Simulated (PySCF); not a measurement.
VOCl3 (singlet state).
Cartesian coordinates in Å at the PBE0-D3(BJ)/def2-SVP level; atoms count from 1:
```
atom  x, y, z in Å
O1     0.036   -0.105    1.606
V2     0.003   -0.001    0.082
Cl3   -0.996   -1.716   -0.681
Cl4    2.011    0.045   -0.611
Cl5   -1.036    1.783   -0.430
```

Method used: PySCF, TDDFT CAM-B3LYP/def2-SVPD, vertical, gas phase, core orbitals frozen in the response.

Transition dipole moments from the ground state, in atomic units and in the frame of the coordinates above (overall signs are arbitrary), for the states with f of 0.002 or more among the lowest 8:

```
state  E (eV)      μx      μy      μz
   S5   3.934   0.477   0.269   0.011
   S6   3.945  -0.265   0.472   0.041
   S7   4.424  -0.105   0.196   0.019
   S8   4.436  -0.195  -0.107  -0.004
```

**Question.** Work out the oscillator strengths.

**Answer.** f = (2/3) ΔE |μ|² with ΔE in hartree (27.2114 eV).

| state | \|μ\|² (au) | \|μ\| (D) | f |
| --- | --- | --- | --- |
| S5 | 0.300 | 1.39 | 0.029 |
| S6 | 0.294 | 1.38 | 0.028 |
| S7 | 0.050 | 0.57 | 0.005 |
| S8 | 0.049 | 0.57 | 0.005 |

**Question.** What angle do the transition dipoles of S5 and S6 make?

**Answer.** |cos θ| = |μa·μb| / (|μa| |μb|) = 0.00, so θ ≈ 90° (taken between 0 and 90°, since the signs are arbitrary).

**Question.** How is the summed strength of these states shared among x, y and z?

**Answer.** (2/3) Σ ΔE μα² gives 0.034 for x, 0.034 for y and 0.000 for z, 0.068 in all.

The vertical ionisation energy (ΔSCF) is 11.91 eV, 7.48 eV above S8.
